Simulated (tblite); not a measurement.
Species: C₇H₁₂BNS.
Geometry (GFN2-xTB, Å), atoms numbered from 1 in this order:
```
atom  x, y, z in Å
C1     3.5633    0.9701   -1.3491
C2     2.7469    0.1706   -0.4630
C3     2.0775   -0.5006    0.2830
B4     1.2093   -1.3477    1.1876
N5     1.7685   -2.0866    2.2267
S6    -0.5917   -1.4599    0.9541
C7    -0.9395   -0.3047   -0.4380
C8    -2.0379    0.6504   -0.0677
C9    -2.8770    1.2669   -1.1484
C10   -3.4685    0.2371   -0.2360
H11    3.3041    0.7592   -2.3868
H12    4.6184    0.7438   -1.1946
H13    3.3969    2.0299   -1.1542
H14    2.7525   -2.1047    2.4284
H15    1.2211   -2.6639    2.8413
H16   -1.2337   -0.9179   -1.2902
H17   -0.0122    0.2202   -0.6677
H18   -1.8014    1.2685    0.7903
H19   -3.1838    2.2956   -1.0348
H20   -2.6730    0.9859   -2.1706
H21   -3.6633   -0.7464   -0.6357
H22   -4.1868    0.5534    0.5041
```

Computed values, GFN2-xTB/tblite, gas phase, harmonic and unscaled. The method is semi-empirical: single wavenumbers can be off by several per cent or more. One conformer, not necessarily the lowest. The optimisation stopped once no atom felt more than 0.01 eV/Å.

Lowest wavenumbers of the output (negative numbers stand for imaginary wavenumbers):
```
mode    cm-1
  1     -24.5
  2     -21.5
  3      41.7
  4      44.3
  5      74.3
  6     132.0
  7     165.5
  8     194.9
  9     254.5
 10     283.4
 11     321.7
 12     362.2
 13     384.1
 14     411.8
 15     450.7
```

Is this structure a minimum?

Not by this Hessian. 2 modes are imaginary beyond 20i (24i and 22i cm⁻¹), so at this level the point lies at or near a saddle of order 2. The curvature is small, so loose convergence or finite differences may be the whole cause.

Which atoms move in the imaginary modes?

24i: H12 (methyl hydrogen) 15 %, H13 (methyl hydrogen) 15 %, C10 (three-membered-ring carbon) 13 %, H11 (methyl hydrogen) 12 %; 22i: H11 (methyl hydrogen) 21 %, H13 (methyl hydrogen) 18 %, H12 (methyl hydrogen) 18 %. These are shares of the mass-weighted motion.

What is the remedy?

Step along such a mode in both directions, optimise again with tighter thresholds and repeat the frequencies. The zero-point energy of this point (111.0 kcal/mol) counts the 58 real modes alone, and thermal corrections from it aren't those of a minimum.
